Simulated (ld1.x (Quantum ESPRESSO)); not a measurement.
What one change does to a pseudopotential (gold (Au), PAW)

```
Element                 : gold
Generator               : ld1.x (Quantum ESPRESSO) 7.5
Type                    : PAW
Functional              : PBE
Relativity              : scalar-relativistic
Frozen core             : [Kr] 4d10 4f14 5s2
Valence charge          : 17
Reference configuration : 5p6 5d10 6s1 6p0
Partial waves           : 6s (bound): rcut 2.35, rcutus 2.80 bohr; 6s channel at 0.4 Ry: rcut 2.35, rcutus 2.80 bohr; 5p (bound): rcut 1.85, rcutus 2.15 bohr; 6p (bound, empty): rcut 1.85, rcutus 2.15 bohr; 5d (bound): rcut 1.20, rcutus 1.65 bohr; 5d channel at 0.1 Ry: rcut 1.20, rcutus 1.65 bohr; 5f channel at 0.3 Ry: rcut 1.90, rcutus 2.40 bohr; 5f channel at 1.55 Ry: rcut 1.90, rcutus 2.40 bohr
Local potential         : all-electron potential smoothed inside 1.80 bohr (lloc = -1)
Core correction         : Bessel-smoothed model core inside 0.75 bohr
Augmentation charge     : PSQ, inside the norm-conserving radii
```

Change: augmentation BESSEL, radius 0.85 bohr.

Cutoffs: the cutoffs (Ry, on a coarse ladder) from which the occupation-weighted sum of valence levels, in a spherical-Bessel basis at the reference potential, stays within 10 and 1 mRy of its value at 400 Ry; they do not see the model core or the augmentation charge, which bear on the density cutoff. Errors are all-electron minus pseudo energies relative to the spin-unpolarised reference configuration.

Problem. How do hardness, ghosts and transferability respond?

Solution. The potential gets neither clearly harder nor softer (40 Ry and 70 Ry → 40 Ry and 70 Ry); both files keep a bound ghost (s); of the 7 tests that both files solve, the error grows in 3 and shrinks in 3 by more than 15 % and 0.3 meV (median size 12.0 → 22.1 meV).

| quantity | base | changed |
| --- | --- | --- |
| cutoff, loose | 40 Ry | 40 Ry |
| cutoff, tight | 70 Ry | 70 Ry |
| bound ghosts | s | s |
| error for 5p6 5d10 6s0 6p0, meV [ΔE 9.41 eV] | -3.9 | +42 |
| error for 5p6 5d9 6s0 6p0, meV [ΔE 30.62 eV] | +36 | +42 |
| error for 5p6 5d8 6s0 6p0, meV [ΔE 64.49 eV] | +111 | +22 |
| error for 5p6 5d9 6s1 6p1, meV [ΔE 7.50 eV] | -7.9 | +1.9 |
| error for 5p6 5d10 6s0.5 6p0, meV [ΔE 3.77 eV] | -1.6 | +4.6 |
| error for 5p5 5d10 6s1 6p0, meV [ΔE 66.11 eV] | -101 | -113 |
| error for 5p6 5d9 6s1 6p0, meV [ΔE 12.12 eV] | -12 | -0.1 |
| s: phases at 3.04 bohr within 0.05 rad from the reference energy up to (Ry; the scan ends near 5) | n/a | n/a |
| p: phases at 3.04 bohr within 0.05 rad from the reference energy up to (Ry; the scan ends near 5) | n/a | n/a |
| d: phases at 3.04 bohr within 0.05 rad from the reference energy up to (Ry; the scan ends near 5) | to the end of the scan | to the end of the scan |
| f: phases at 3.04 bohr within 0.05 rad from the reference energy up to (Ry; the scan ends near 5) | 2.6 | 2.6 |
| lowest overlap eigenvalue by channel | s 0.19, p 0.71, d 0.95, f 0.89 | s 0.19, p 0.71, d 0.95, f 0.89 |

 A true bound ghost makes a file unfit for plane-wave use even where its test errors are small: the radial tests pick states by their node count and pass the ghost by.
